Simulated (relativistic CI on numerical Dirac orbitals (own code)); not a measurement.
Calculated at this level of theory: Dirac-Coulomb-Breit CI, separate exchange-only KLI orbitals for each configuration, QED by a radiative potential, unscaled Slater integrals (own radial code, finite nucleus).

The strongest absorption lines from the ground level of an ion, among the configurations computed and to levels below about 888 eV (vacuum wavelength in Å, gf): 15.669 (0.41), 16.306 (0.99), 16.369 (1.4), 16.401 (0.39), 16.420 (2), 16.434 (3.6), 16.473 (0.41), 16.800 (1.1).

**Question.** Which ion is it?
A. Cr16+
B. Ti14+
C. Ca12+
D. Cr14+

**Answer.** A. Cr16+ has 8 electrons and the ground level 2s²2p⁴ ³P2; the strongest line goes to 2s²2p³3d ³D°3. The pattern of lines fixes the number of electrons, and along that sequence the line energies rise steadily with the charge (about as its square where n changes within one kind of shell, about linearly where n is kept but much faster in heavy ions where fine structure, which grows about as Z⁴, sets the gap, and irregularly where shells cross), which fixes Z. Configurations outside the model, such as inner-shell arrays, can give stronger lines. At this charge energies of transitions that change n are usually good to better than 1 %, and those within a shell (Δn = 0) to a few per cent.

LS names give the leading component of a level, which can be under half, so a name can repeat, a term be missing and a line seem to break the LS rules.
